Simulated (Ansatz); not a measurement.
Start from `[OH][GeH3]` and change one element to get CH₃OH.

Ansatz, PBE0-D4/def2-TZVP geometries, multiplicity 1. 

Scalar relativity is left out up to krypton.

```
                                                                                  property  `[OH][GeH3]`
                                                       HOMO–LUMO gap (PBE/def2-TZVPP) / eV          6.05
                                          size of the dipole moment (B3LYP/def2-TZVPP) / D          1.44
                                                     LUMO energy (ωB97M-V/def2-TZVPP) / eV          1.82
ideal-gas entropy at 298 K and 1 bar (rigid rotor, harmonic PBE0-D4/def2-TZVP) / J/(mol·K)           272
                                                       LUMO energy (B3LYP/def2-TZVPP) / eV         -0.20
                                                        HOMO energy (PBE0/def2-TZVPP) / eV         -8.43
```

What does the change do to each property? (Best estimate.)

Ansatz gave: 
```csv
property,CH₃OH,shift
HOMO–LUMO gap (PBE/def2-TZVPP) / eV,6.39,0.34
size of the dipole moment (B3LYP/def2-TZVPP) / D,1.64,0.20
LUMO energy (ωB97M-V/def2-TZVPP) / eV,2.53,0.71
"ideal-gas entropy at 298 K and 1 bar (rigid rotor, harmonic PBE0-D4/def2-TZVP) / J/(mol·K)",238,-34
LUMO energy (B3LYP/def2-TZVPP) / eV,0.69,0.89
HOMO energy (PBE0/def2-TZVPP) / eV,-7.89,0.54
```

With PBE0 the HOMO rises by 0.54 eV and the LUMO rises by 0.99 eV, so the gap widens by about 0.45 eV. PBE moves the HOMO by 0.65 eV and ωB97M-V by 0.43 eV. Dipoles are sizes alone; their direction can turn.

B3LYP here is the variant with VWN-RPA as its local correlation; programs differ in this.
